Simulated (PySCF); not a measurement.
## Assigning NMR signals

Atom-mapped SMILES (the numbers label the heavy atoms): `[NH2:1][SiH2:2][C:3]#[C:4][C:5]#[C:6][CH:7]=[O:8]`. Each H is labelled by its parent atom.

Equivalent nuclei averaged, one computed conformer, gas phase, relativity neglected. GIAO PBE0/pcSseg-1 shieldings; geometry: GFN2-xTB; PySCF 2.14.0 with density-fitted response routines.

Scale: ¹³C (σ = 186.93 ppm) and ¹H (σ = 31.72 ppm) vs TMS (reference shieldings calculated alike).

Question: Assign these signals to the numbered atoms. ¹³C{¹H} NMR (computed): δ 181.0 (CH), 108.6 (C), 94.2 (C), 89.4 (C), 76.7 (C).

Answer: 
| δ (ppm) | atoms | environment | reason |
| --- | --- | --- | --- |
| 181.0 | C7 | aldehyde carbonyl carbon | low-lying n→π* states of the double bond to the heteroatom give a large paramagnetic term (-245 ppm) |
| 108.6 | C3 | alkyne carbon | – |
| 94.2 | C4 | alkyne carbon | the triple bond shields along its axis, which puts it between sp3 and sp2 carbons |
| 89.4 | C5 | alkyne carbon | – |
| 76.7 | C6 | alkyne carbon | – |

Question: Assign these signals to the numbered atoms. ¹H NMR (500 MHz, computed): δ 9.55 (s, 1H), 4.87 (s, 2H), 0.65 (br s, 2H).

Answer: 
| δ (ppm) | atoms | environment | reason |
| --- | --- | --- | --- |
| 9.55 | H(C7) | hydrogen on an aldehyde carbonyl carbon | deshielded by the polar, anisotropic C=O bond |
| 4.87 | H(Si2) | hydrogen on a silicon bonded to C, N | – |
| 0.65 | H(N1) | hydrogen on a nitrogen bonded to Si | exchangeable, gas-phase position |

Exchangeable OH/NH protons stand at their gas-phase positions; hydrogen bonding in a real sample shifts them, mostly to higher δ. Shifts are as computed. Against solution values, carbons near 30 ppm lie about +3 ppm off and those near 130 ppm about +5 ppm. Of 1309 compounds with measured shifts, 239 miss one by over three times the rms of a fit or turn the order of signals round; such compounds aren't used in these exercises. Multiplicities follow the n + 1 count of equivalent neighbours, as no J values were calculated; m marks all less simple cases, F and P coupling included.
